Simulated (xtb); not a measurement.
Ga(I)2(Me) (CH₃GaI₂), SMILES [CH3][Ga]([I])[I]. All values are semi-empirical tight-binding results from xtb (GFN2-xTB unless named), good for trends rather than for accurate numbers. Geometry optimised at GFN2-xTB.

For metal compounds this method's bond lengths and energies can be far off.

Question: Estimate the properties. (An estimate is asked for; the answer gives what the named calculation found.)

Answer: 
```yaml
orbital_gap: 3.98 eV
zero_point_energy: 22.1 kcal/mol
G − E(el) at 298.15 K (modified RRHO): -1.6 kcal/mol
```
